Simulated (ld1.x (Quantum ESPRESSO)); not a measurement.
Ranking RRKJ potentials for aluminium

All share these settings but for the change named:

| Quantity | Value |
| --- | --- |
| Element | aluminium |
| Generator | ld1.x (Quantum ESPRESSO) 7.5 |
| Type | norm-conserving RRKJ (Kleinman–Bylander form) |
| Functional | PBE |
| Relativity | non-relativistic |
| Frozen core | [Ne] |
| Valence charge | 3 |
| Reference configuration | 3s1 3p2 |
| Partial waves | 3p (bound): rc 2.90 bohr; 3d channel at 0.5 Ry: rc 3.05 bohr; 3s (bound): rc 1.55 bohr |
| Local potential | the s channel |
| Core correction | Bessel-smoothed model core, default radius (core density twice the valence density) |

Test errors are all-electron minus pseudo excitation energies from the reference, over 3s2 3p1; 3s2 3p0; 3s1 3p0; 3s1 3p1; 3s0 3p3; 3s2 3p1.3; 3s2 3p0.5. None of these files shows a bound ghost.

The base gives 27.4 meV.

Of 7 variants that were run, those that failed, showed a ghost or another fault, or gave nearly equal values are left out.

A variant can come out equal or close to the base, since the largest error may sit in a test that the change hardly touches while other tests move.

**Question.** Rank these variants by their largest absolute test error, smallest first.
A. all radii but the core radius scaled by about 1.37 (s 2.12, p 3.96, d 4.16 bohr)
B. all radii but the core radius scaled by about 1.08 (s 1.68, p 3.14, d 3.30 bohr)
C. all radii but the core radius scaled by about 0.84 (s 1.30, p 2.44, d 2.56 bohr)

**Answer.** B (25.7 meV), C (29.4 meV), A (34.8 meV).
